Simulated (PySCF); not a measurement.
Compound: C6H9FO.
SMILES: `O=C1CCCC[C@H]1F`

Level: PBE0/def2-SVPD in PySCF, non-relativistic, on one gas-phase PBE0-D3(BJ)/def2-SVP geometry that isn't relaxed in the solvent. The solvent is an IEF-PCM continuum (van der Waals radii × 1.2), and excitations are vertical TDDFT with non-equilibrium linear response and a frozen core. The model holds no explicit solvent molecules, cavitation or dispersion.

Gas-phase singlets (H = HOMO, L = LUMO):

```json
{"state": "S1", "E (eV)": "4.141", "λ (nm)": "299", "f": "0.000", "leading configurations": "H→L 98%"}
{"state": "S2", "E (eV)": "6.900", "λ (nm)": "180", "f": "0.004", "leading configurations": "H→L+1 96%"}
{"state": "S3", "E (eV)": "7.136", "λ (nm)": "174", "f": "0.021", "leading configurations": "H-1→L 77%, H-3→L 18%"}
{"state": "S4", "E (eV)": "7.225", "λ (nm)": "172", "f": "0.009", "leading configurations": "H-3→L 59%, H-2→L 22%"}
{"state": "S5", "E (eV)": "7.476", "λ (nm)": "166", "f": "0.031", "leading configurations": "H-2→L 71%, H-3→L 16%"}
```

Question: How does the list change in chloroform (ε = 4.711)?

Answer: 
```
state  E (eV)  λ (nm)      f  leading configurations  change by rank (eV)
   S1   4.201     295  0.000                 H→L 98%               +0.060
   S2   6.936     179  0.034    H-1→L 85%, H-3→L 10%               +0.036
   S3   7.002     177  0.008    H-3→L 62%, H-2→L 24%               -0.134
   S4   7.115     174  0.010               H→L+1 92%               -0.110
   S5   7.185     173  0.041    H-2→L 73%, H-3→L 22%               -0.291
```

Question: What are the lowest 5 singlets in methanol (ε = 32.61)?

Answer: 
| state | E (eV) | λ (nm) | f | leading configurations | change by rank (eV) |
| --- | --- | --- | --- | --- | --- |
| S1 | 4.225 | 293 | 0.000 | H→L 98% | +0.084 |
| S2 | 6.868 | 181 | 0.032 | H-1→L 82% | -0.032 |
| S3 | 6.922 | 179 | 0.005 | H-3→L 61%, H-2→L 21% | -0.214 |
| S4 | 7.088 | 175 | 0.034 | H-2→L 70%, H-3→L 25% | -0.137 |
| S5 | 7.171 | 173 | 0.018 | H→L+1 92% | -0.305 |

Question: The ground-state energy changes by -0.248 eV from gas to methanol. By how much does the total energy of gas-phase S1 change?

Answer: E(S1) = E(S0) + excitation energy, so it changes by -0.248 + 0.084 = -0.164 eV: it is lowered less than the ground state, which is what a blue shift means. This is the vertical state, with the slow part of the continuum still set for S0.

Question: How do the frontier levels move from gas to methanol?

Answer: 
```tsv
orbital	gas (eV)	solvent (eV)	change (eV)
LUMO+2	1.17	1.46	+0.29
LUMO+1	0.56	0.83	+0.27
LUMO	-0.95	-1.00	-0.05
HOMO	-7.34	-7.43	-0.09
HOMO-1	-9.45	-9.21	+0.24
HOMO-2	-9.61	-9.25	+0.36
HOMO-3	-9.73	-9.47	+0.26
```

The HOMO–LUMO gap goes from 6.39 to 6.44 eV. Rows go by rank; for HOMO-2, HOMO-1, LUMO+1 and LUMO+2 the atom shares or the degeneracy differ between the runs, so the row needn't follow one orbital.
